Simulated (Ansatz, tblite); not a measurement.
Removing and adding an electron: `Sc1cc2sc(-c3cc4sc(-c5cc6sc(-c7cc8sc(S)cc8s7)cc6s5)cc4s3)cc2s1`. The state is a singlet with charge 0. Geometry: PBE-D4/def2-SVP. Ansatz, gas phase; energy differences of separate SCF runs; the oxidised species was run as a doublet alone; the reduced species was run as a doublet alone.

```xyz
44

S    -1.377  -13.106    0.272
C    -1.105  -11.366    0.255
C    -1.023  -10.557   -0.871
C    -0.926   -9.186   -0.517
S    -0.774   -7.695   -1.403
C    -0.675   -6.763    0.096
C    -0.531   -5.327    0.053
C    -0.777   -4.414    1.081
C    -0.511   -3.086    0.674
S    -0.614   -1.523    1.435
C    -0.066   -0.718   -0.045
C     0.074    0.715   -0.063
C    -0.165    1.622    0.972
C     0.085    2.955    0.570
S    -0.014    4.512    1.342
C     0.534    5.326   -0.131
C     0.675    6.760   -0.141
C     0.544    7.650    0.926
C     0.767    8.991    0.522
S     0.764   10.538    1.320
C     1.112   11.366   -0.202
S     1.388   13.105   -0.246
C     1.255   10.483   -1.265
C     1.062    9.139   -0.850
S     1.064    7.593   -1.652
C     0.772    4.420   -1.168
C     0.517    3.087   -0.768
S     0.614    1.529   -1.540
C     0.178   -1.632   -1.073
C    -0.073   -2.962   -0.663
S     0.036   -4.527   -1.419
C    -0.770   -7.577    1.225
C    -0.922   -8.942    0.874
S    -1.082  -10.434    1.757
H    -0.176  -13.471    0.816
H    -1.024  -10.962   -1.891
H    -1.155   -4.711    2.067
H    -0.506    1.315    1.970
H     0.311    7.328    1.949
H     0.102   13.499    0.001
H     1.476   10.818   -2.286
H     1.125    4.728   -2.161
H     0.524   -1.331   -2.071
H    -0.709   -7.190    2.250
```

The xTB rows come from tblite. Single mean-field runs in def2-SVP are fitted with def2-universal-jkfit.

```tsv
level	−HOMO (eV)	vertical IE (eV)	−LUMO (eV)	vertical EA (eV)	HOMO–LUMO gap (eV)	IE − EA (eV)
GFN1-xTB	10.17	11.55	8.66	7.26	1.51	4.29
GFN2-xTB	9.97	11.24	8.49	7.22	1.48	4.02
PBE-D4/def2-SVP	4.57	5.92	2.96	1.71	1.61	4.21
```

Problem. Estimate the rows for LDA (SPW92)/def2-SVP, PBE0-D4/def2-SVP.

Solution. 
| level | −HOMO (eV) | vertical IE (eV) | −LUMO (eV) | vertical EA (eV) | HOMO–LUMO gap (eV) | IE − EA (eV) |
| --- | --- | --- | --- | --- | --- | --- |
| LDA (SPW92)/def2-SVP | 4.74 | 6.06 | 3.12 | 1.81 | 1.61 | 4.25 |
| PBE0-D4/def2-SVP | 5.35 | 6.28 | 2.52 | 1.67 | 2.83 | 4.61 |

 Raw xTB energy differences between charge states are shifted by several eV; the methods need an empirical correction for them. Sets without diffuse functions give affinities that are too small.
